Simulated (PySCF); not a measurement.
PySCF 2.14 output of an unrestricted r2SCAN calculation on a single atom or ion in aug-cc-pVDZ-PP with ECP10MDF (5s4p3d, 32 functions), with scalar relativity through the core potential:

```
SCF conv_tol = 1e-09
number electrons alpha = 12  beta = 10
    J. W. Furness, A. D. Kaplan, J. Ning, J. P. Perdew, and J. Sun.,  J. Phys. Chem. Lett. 11, 8208-8215 (2020)
    J. W. Furness, A. D. Kaplan, J. Ning, J. P. Perdew, and J. Sun.,  J. Phys. Chem. Lett. 11, 9248-9248 (2020)
    J. W. Furness, A. D. Kaplan, J. Ning, J. P. Perdew, and J. Sun.,  J. Phys. Chem. Lett. 11, 8208-8215 (2020)
    J. W. Furness, A. D. Kaplan, J. Ning, J. P. Perdew, and J. Sun.,  J. Phys. Chem. Lett. 11, 9248-9248 (2020)
cycle= 1 E= -331.919353454453  delta_E= -0.00779  |g|= 0.0414  |ddm|= 0.289
cycle= 2 E= -331.919729041951  delta_E= -0.000376  |g|= 0.0189  |ddm|= 0.0789
cycle= 3 E= -331.919832471778  delta_E= -0.000103  |g|= 0.000816  |ddm|= 0.0335
cycle= 4 E= -331.919832951602  delta_E= -4.8e-07  |g|= 0.000104  |ddm|= 0.00227
cycle= 5 E= -331.919832957263  delta_E= -5.66e-09  |g|= 4.63e-06  |ddm|= 0.000314
cycle= 6 E= -331.919832957289  delta_E= -2.56e-11  |g|= 1.25e-07  |ddm|= 1.6e-05
converged SCF energy = -331.919832957289  <S^2> = 2.003915  2S+1 = 3.0026089
```

The run itself started from symmetry-adapted Hartree-Fock orbitals and held the occupation by maximum overlap, on a logarithmic radial grid, so the iterations belong to that start.

**Question.** Which element, charge and spin multiplicity is this?

**Answer.** As⁺ (arsenic, charge +1), multiplicity 3; the state was [Ar] 3d10 4s2 4p2, high-spin 3P determinant.

Energies and moments cover only the electrons outside the core potential.
